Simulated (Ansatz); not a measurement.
Geometry optimisation, Ansatz, RKS LDA/def2-SVP.

Input:

```yaml
crystal:
  periodic: [false, false, false]
  atoms:
    - { symbol: Si, position_ang: [-1.013096, -0.408688, -1.281869] }
    - { symbol: "N", position_ang: [-0.826271, -1.762895, -0.130977] }
    - { symbol: H, position_ang: [0.340973, 0.219939, -1.492334] }
    - { symbol: H, position_ang: [-2.043456, 0.537404, -0.720964] }
    - { symbol: H, position_ang: [-1.531258, -0.821848, -2.647081] }
    - { symbol: H, position_ang: [-0.171309, -0.037481, 1.265106] }
    - { symbol: "N", position_ang: [0.157437, 0.934398, 1.286226] }
    - { symbol: C, position_ang: [1.517694, 1.089503, 0.871286] }
    - { symbol: H, position_ang: [-1.670764, -2.297927, 0.099523] }
    - { symbol: H, position_ang: [-0.043841, -2.400841, -0.314215] }
    - { symbol: H, position_ang: [-0.502617, 1.511557, 0.753683] }
    - { symbol: H, position_ang: [1.824942, 2.157983, 0.930539] }
    - { symbol: H, position_ang: [2.198559, 0.535113, 1.55663] }
    - { symbol: H, position_ang: [1.762906, 0.743684, -0.175554] }
basis:
  gaussian: { orbitals: def2-SVP }
hamiltonian:
  xc: lda
relax:
  f_tol: 0.03
  max_steps: 50
output:
  orbitals: {}
```

Launched with:

```bash
$ ansatz run input.yaml --threads 2 --pin off --max-ram 3072MiB --backend cpu --events-out ev --progress --plain --runs-dir out
```

Question: Where does it end, and by what steps?

Answer: The forces met the threshold. After 6 steps the energy has fallen by 0.064 eV; H12 moved furthest, 0.25 Å.

```
step  energy less start (eV)  largest force component (eV/Å)  accepted
   0                  0.0000                           0.911       yes
   1                 -0.0358                           0.560       yes
   2                 -0.0510                           0.404       yes
   3                 -0.0365                           0.511        no
   4                 -0.0624                           0.096       yes
   5                 -0.0637                           0.076       yes
   6                 -0.0643                           0.028       yes
```

```xyz
14
Properties=species:S:1:pos:R:3
Si -1.033 -0.459 -1.373
N -0.813 -1.632 -0.102
H 0.290 0.224 -1.605
H -2.093 0.506 -0.915
H -1.492 -1.023 -2.701
H -0.172 -0.096 1.092
N 0.178 0.846 1.348
C 1.515 1.074 0.887
H -1.643 -2.115 0.259
H -0.033 -2.294 -0.193
H -0.484 1.538 0.977
H 1.863 2.094 1.165
H 2.221 0.371 1.384
H 1.694 0.968 -0.222
```

Whether the end is a true minimum wasn't checked by a vibrational analysis.

The run took 6.6 s on 2 threads of Intel(R) Xeon(R) 6975P-C (Granite Rapids) (shared host), peak memory 0.16 GiB.
